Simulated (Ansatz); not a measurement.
System: C3H12Si2, charge 0, multiplicity 1. SMILES: CCC([SiH3])[SiH3]
Geometry from a B3LYP-D3(BJ)/def2-TZVP (Ansatz, a first-principles code) optimisation:
```xyz
17

C      2.5007     0.3677     0.1939
C      1.3261    -0.1795    -0.6145
C     -0.0530     0.3698    -0.1812
Si    -1.4106    -0.2131    -1.3494
Si    -0.4916    -0.0374     1.6072
H      3.4494    -0.0060    -0.1955
H      2.4389     0.0792     1.2449
H      2.5270     1.4591     0.1532
H      1.3166    -1.2716    -0.5431
H      1.4887     0.0504    -1.6720
H     -0.0415     1.4650    -0.2584
H     -1.6404    -1.6698    -1.1829
H     -1.0098     0.0347    -2.7573
H     -2.6817     0.4995    -1.0802
H     -1.9301     0.2262     1.8544
H      0.2915     0.7660     2.5766
H     -0.2213    -1.4737     1.8625
```

Property: atomisation energy (electronic, to ground-state atoms), in kcal/mol. Cores are frozen in the correlated levels unless marked. UHF or UKS for open shells. No spin-orbit coupling. Non-relativistic. The coupled-cluster limit lacks core correlation, which all-electron functionals hold. CBS(X,Y): correlation extrapolated as X^-3; Hartree-Fock from the larger set. [CCSD(T)-MP2]/basis is that difference in the basis named.

```csv
level,program,atomisation energy (kcal/mol),minus last row
HF/cc-pV(T+d)Z,Ansatz,1091.4,-334.0
PBE-D3(BJ)/def2-TZVPD,Ansatz + dftd3,1426.6,1.2
BLYP/def2-TZVPD,Ansatz,1388.0,-37.4
r2SCAN-D4/def2-TZVPD,Ansatz + dftd4,1422.6,-2.8
CCSD(T)/STO-3G,Ansatz,1600.5,175.1
"RI-MP2/CBS(cc-pV(T+d)Z,cc-pV(Q+d)Z)+[CCSD(T)-MP2]/cc-pV(Q+d)Z",Ansatz,1425.7,0.3
"CCSD(T)/CBS(cc-pV(T+d)Z,cc-pV(Q+d)Z)",Ansatz,1425.4,0.0
```
